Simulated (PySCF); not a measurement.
**methylcycloheptane, C$_{8}$H$_{16}$**

Molfile (atoms numbered from 1):
```
C8H16
     RDKit          3D

 24 24  0  0  0  0  0  0  0  0999 V2000
   -2.4196    0.4525    0.6618 C   0  0  0  0  0  0  0  0  0  0  0  0
   -1.2678    0.1237   -0.2828 C   0  0  0  0  0  0  0  0  0  0  0  0
   -0.6400   -1.2181    0.1162 C   0  0  0  0  0  0  0  0  0  0  0  0
    0.7296   -1.5450   -0.4795 C   0  0  0  0  0  0  0  0  0  0  0  0
    1.9000   -0.9898    0.3310 C   0  0  0  0  0  0  0  0  0  0  0  0
    2.0671    0.5257    0.3208 C   0  0  0  0  0  0  0  0  0  0  0  0
    0.8275    1.3413    0.6853 C   0  0  0  0  0  0  0  0  0  0  0  0
   -0.2705    1.2897   -0.3793 C   0  0  0  0  0  0  0  0  0  0  0  0
   -2.0467    0.6682    1.6772 H   0  0  0  0  0  0  0  0  0  0  0  0
   -3.1250   -0.3896    0.7439 H   0  0  0  0  0  0  0  0  0  0  0  0
   -2.9846    1.3335    0.3201 H   0  0  0  0  0  0  0  0  0  0  0  0
   -1.6953   -0.0028   -1.2939 H   0  0  0  0  0  0  0  0  0  0  0  0
   -1.3595   -2.0120   -0.1442 H   0  0  0  0  0  0  0  0  0  0  0  0
   -0.5536   -1.2598    1.2174 H   0  0  0  0  0  0  0  0  0  0  0  0
    0.8405   -2.6405   -0.5267 H   0  0  0  0  0  0  0  0  0  0  0  0
    0.7871   -1.1963   -1.5263 H   0  0  0  0  0  0  0  0  0  0  0  0
    2.8387   -1.4450   -0.0275 H   0  0  0  0  0  0  0  0  0  0  0  0
    1.7822   -1.3325    1.3753 H   0  0  0  0  0  0  0  0  0  0  0  0
    2.4001    0.8449   -0.6837 H   0  0  0  0  0  0  0  0  0  0  0  0
    2.8912    0.7888    1.0053 H   0  0  0  0  0  0  0  0  0  0  0  0
    1.1380    2.3896    0.8236 H   0  0  0  0  0  0  0  0  0  0  0  0
    0.4331    1.0200    1.6660 H   0  0  0  0  0  0  0  0  0  0  0  0
   -0.8492    2.2281   -0.3615 H   0  0  0  0  0  0  0  0  0  0  0  0
    0.2183    1.2716   -1.3683 H   0  0  0  0  0  0  0  0  0  0  0  0
  1  2  1  0
  2  3  1  0
  3  4  1  0
  4  5  1  0
  5  6  1  0
  6  7  1  0
  7  8  1  0
  8  2  1  0
  1  9  1  0
  1 10  1  0
  1 11  1  0
  2 12  1  0
  3 13  1  0
  3 14  1  0
  4 15  1  0
  4 16  1  0
  5 17  1  0
  5 18  1  0
  6 19  1  0
  6 20  1  0
  7 21  1  0
  7 22  1  0
  8 23  1  0
  8 24  1  0
M  END
```

Theory: PySCF, TDDFT CAM-B3LYP/aug-cc-pVDZ excited states, vertical, gas phase. Geometry: PBE0-D3(BJ)/def2-SVP.

Question: Give the one- and two-photon strengths of the lowest singlets.

Answer: δ for parallel linear polarisation; σ at the peak of a Lorentzian of half width 0.1 eV, single beam; Ω is circular over linear.
```csv
state,E (eV),f,photon λ (nm),δ (au),σ (GM),Ω,main
S1,7.71,0.002,322,27.4,0.60,1.48,HOMO→LUMO 0.82
S2,7.81,0.004,317,49.9,1.12,1.29,HOMO−1→LUMO 0.75
S3,7.90,0.012,314,29.2,0.67,0.88,"HOMO−2→LUMO 0.57, HOMO→LUMO+1 0.20"
S4,8.03,0.014,309,2.09,0.05,1.43,"HOMO→LUMO+1 0.47, HOMO→LUMO+2 0.16"
S5,8.04,0.004,308,9.64,0.23,1.16,"HOMO−3→LUMO 0.40, HOMO−1→LUMO+1 0.13"
S6,8.10,0.015,306,40.4,0.97,0.14,"HOMO−4→LUMO 0.28, HOMO−2→LUMO+1 0.11"
```

Among these, the strongest one-photon state is S6, the strongest two-photon state S2, with a dipole change of 3.9 D (relaxed, norm of the difference vector).
